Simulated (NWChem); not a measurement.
System: BSiH5; SMILES B[SiH3]

Parts of the log:

```
             Northwest Computational Chemistry Package (NWChem) 7.3.0
             --------------------------------------------------------

 C1  symmetry detected

                             Geometry "geometry" -> ""
                             -------------------------

 Output coordinates in angstroms (scale by  1.889725989 to convert to a.u.)

  No.       Tag          Charge          X              Y              Z
 ---- ---------------- ---------- -------------- -------------- --------------
    1 B                    5.0000    -0.00016348     1.44138835     0.01710016
    2 H                    1.0000     1.03330786     2.06756917    -0.00973805
    3 H                    1.0000    -1.03324569     2.06822973    -0.00955976
    4 Si                  14.0000    -0.00011576    -0.57291687     0.00751870
    5 H                    1.0000     0.01248607    -0.96478600    -1.44446537
    6 H                    1.0000    -1.22058445    -1.17912666     0.62634081
    7 H                    1.0000     1.21047427    -1.17799173     0.64665982

 Effective nuclear repulsion energy (a.u.)      47.3459583790

                                 NWChem DFT Module
                                 -----------------

 Summary of "ao basis" -> "ao basis" (spherical)
 ------------------------------------------------------------------------------
       Tag                 Description            Shells   Functions and Types
 ---------------- ------------------------------  ------  ---------------------
 B                         def2-tzvp                11       31   5s3p2d1f
 H                         def2-tzvp                 4        6   3s1p
 Si                        def2-tzvp                13       37   5s5p2d1f

            General Information
            -------------------
          SCF calculation type: DFT
          Wavefunction type:  closed shell.
          No. of atoms     :     7
          No. of electrons :    24
           Alpha electrons :    12
            Beta electrons :    12
          Charge           :     0
          Spin multiplicity:     1
          Use of symmetry is: off; symmetry adaption is: off
          Maximum number of iterations: 150
          AO basis - number of functions:    98
                     number of shells:    44
          Convergence on energy requested:  1.00D-06
          Convergence on density requested:  1.00D-05
          Convergence on gradient requested:  5.00D-04

              XC Information
              --------------
                     Hartree-Fock (Exact) Exchange  1.000
                   CAM-Becke88 Exchange Functional  1.000
                      VWN V Correlation Functional  0.190 local
              Lee-Yang-Parr Correlation Functional  0.810

           Range-Separation Parameters
           ---------------------------
           Alpha           :  0.19
           Beta            :  0.46
           Gamma           :  0.33
           Short-Range HF  :     F

             Grid Information
             ----------------
          Grid used for XC integration:  medium
          Radial quadrature: Mura-Knowles
          Angular quadrature: Lebedev.
          Tag              B.-S. Rad. Rad. Pts. Rad. Cut. Ang. Pts.
          ---              ---------- --------- --------- ---------
          B                   0.85       49          10.0       434
          H                   0.35       45          11.0       434
          Si                  1.10       88          10.0       590
          Grid pruning is: on
          Number of quadrature shells:   362
          Spatial weights used:  Erf1

      Superposition of Atomic Density Guess
      -------------------------------------

 Sum of atomic energies:        -315.86916935

      Non-variational initial energy
      ------------------------------

 Total energy =    -316.432865
 1-e energy   =    -529.065493
 2-e energy   =     165.286669
 HOMO         =      -0.315988
 LUMO         =      -0.071714

   convergence    iter        energy       DeltaE   RMS-Dens  Diis-err
 ---------------- ----- ----------------- --------- --------- ---------
 d= 0,ls=0.0,diis     1   -317.2640427690 -3.65D+02  3.23D-03  3.72D-01
 d= 0,ls=0.0,diis     2   -317.2905900011 -2.65D-02  1.14D-03  1.10D-02
 d= 0,ls=0.0,diis     3   -317.2922352450 -1.65D-03  3.73D-04  2.74D-03
 d= 0,ls=0.0,diis     4   -317.2927187982 -4.84D-04  5.65D-05  2.72D-05
 d= 0,ls=0.0,diis     5   -317.2927264634 -7.67D-06  1.72D-05  1.27D-06
 d= 0,ls=0.0,diis     6   -317.2927268985 -4.35D-07  3.22D-06  9.47D-08

[...]

                                NWChem TDDFT Module
                                -------------------

            General Information
            -------------------
           No. of orbitals :     196
            Alpha orbitals :      98
             Beta orbitals :      98
        Alpha frozen cores :       0
         Beta frozen cores :       0
     Alpha frozen virtuals :       0
      Beta frozen virtuals :       0
         Spin multiplicity :       1
    Number of AO functions :      98
        Use of symmetry is : off
      Symmetry adaption is : off
         Schwarz screening :  0.10D-07

              XC Information
              --------------
              Hartree-Fock (Exact) Exchange   1.00
            CAM-Becke88 Exchange Functional   1.00
               VWN V Correlation Functional   0.19 local
       Lee-Yang-Parr Correlation Functional   0.81
           Alpha           :  0.19
           Beta            :  0.46
           Gamma           :  0.33

             TDDFT Information
             -----------------
          Calculation type : Tamm-Dancoff TDDFT
         Wavefunction type : Restricted singlets
          No. of electrons :      24
           Alpha electrons :      12
            Beta electrons :      12
              No. of roots :       6
          Max subspacesize :    5200
            Max iterations :     100
               Target root :       1
           Target symmetry : none
      Symmetry restriction : off
                 Algorithm : Optimal
        Davidson threshold :  0.10D-03

    6 smallest eigenvalue differences (eV)
--------------------------------------------------------
  No. Spin  Occ  Vir  Irrep   E(Occ)    E(Vir)   E(Diff)
--------------------------------------------------------
    1    1   12   13 a        -0.362    -0.049     8.498
    2    1   11   13 a        -0.396    -0.049     9.425
    3    1   10   13 a        -0.411    -0.049     9.840
    4    1    9   13 a        -0.437    -0.049    10.535
    5    1   12   14 a        -0.362     0.072    11.806
    6    1   12   15 a        -0.362     0.083    12.098
--------------------------------------------------------

  Entering Davidson iterations
  Restricted singlet excited states

  Iter   NTrls   NConv    DeltaV     DeltaE      Time
  ----  ------  ------  ---------  ---------  ---------
    1      6       0     0.67E-01   0.10+100       11.7
    2     12       0     0.30E-01   0.13E-01       11.9
    3     18       0     0.32E-01   0.39E-02       12.3
    4     24       0     0.45E-01   0.51E-02       12.6
    5     30       1     0.32E-01   0.43E-02       12.5
    6     35       4     0.55E-01   0.10E-01       11.8
    7     37       4     0.15E-01   0.20E-02       10.3
    8     39       4     0.45E-02   0.19E-03       10.4
    9     41       4     0.15E-02   0.18E-04       10.2
   10     43       5     0.45E-03   0.14E-05       10.6
   11     44       5     0.15E-03   0.13E-06        9.7
   12     45       6     0.64E-04   0.19E-07        9.5
  ----  ------  ------  ---------  ---------  ---------
  Convergence criterion met

  Ground state a        -317.292726898461 a.u.

  ----------------------------------------------------------------------------
  Root   1 singlet a              0.158044682 a.u.                4.3006 eV
  ----------------------------------------------------------------------------
     Transition Moments    X -0.00002   Y  0.02552   Z  0.21895
     Dipole Oscillator Strength                    0.0051197646
     Electric Quadrupole                           0.0000000320
     Magnetic Dipole                               0.0000015020
     Total Oscillator Strength                     0.0051212985

     Occ.    8  a   ---  Virt.   13  a       -0.09624
     Occ.   10  a   ---  Virt.   13  a        0.07054
     Occ.   12  a   ---  Virt.   13  a        0.98300
     Occ.   12  a   ---  Virt.   21  a        0.05784
     Occ.   12  a   ---  Virt.   25  a       -0.06134
  ----------------------------------------------------------------------------
  Root   2 singlet a              0.198566391 a.u.                5.4033 eV
  ----------------------------------------------------------------------------
     Transition Moments    X -0.08898   Y -0.00002   Z -0.00218
     Dipole Oscillator Strength                    0.0010486937
     Electric Quadrupole                           0.0000000695
     Magnetic Dipole                               0.0000021150
     Total Oscillator Strength                     0.0010508782

     Occ.    9  a   ---  Virt.   13  a        0.55226
     Occ.   11  a   ---  Virt.   13  a       -0.82497
     Occ.   11  a   ---  Virt.   21  a       -0.05501
  ----------------------------------------------------------------------------
  Root   3 singlet a              0.247262395 a.u.                6.7284 eV
  ----------------------------------------------------------------------------
     Transition Moments    X -0.17967   Y -0.00054   Z -0.00542
     Dipole Oscillator Strength                    0.0053263455
     Electric Quadrupole                           0.0000000678
     Magnetic Dipole                               0.0000011811
     Total Oscillator Strength                     0.0053275945

[...]
```

Level: CAM-B3LYP/def2-TZVP, TDA. Coordinates come from a PBE0/def2-SVP optimisation.

Q: Write an input that gives this output.

A: This is not unique; one that fits is the input that was run:
```
start job
memory heap 200 mb stack 900 mb global 1100 mb
geometry units angstroms noautoz
  B     -0.001336     1.413149     0.011295
  H      1.021636     2.040690     0.154844
  H     -1.012813     2.037430    -0.207993
  Si    -0.002362    -0.600987     0.039088
  H      0.264563    -1.019523    -1.380615
  H     -1.313384    -1.198006     0.445000
  H      1.076304    -1.191881     0.892006
end
basis spherical
  B library def2-tzvp
  H library def2-tzvp
  Si library def2-tzvp
end
dft
  xc xcamb88 1.00 lyp 0.81 vwn_5 0.19 hfexch 1.00
  cam 0.33 cam_alpha 0.19 cam_beta 0.46
  iterations 150
end
tddft
  cis
  nroots 6
  notriplet
end
task tddft energy
```
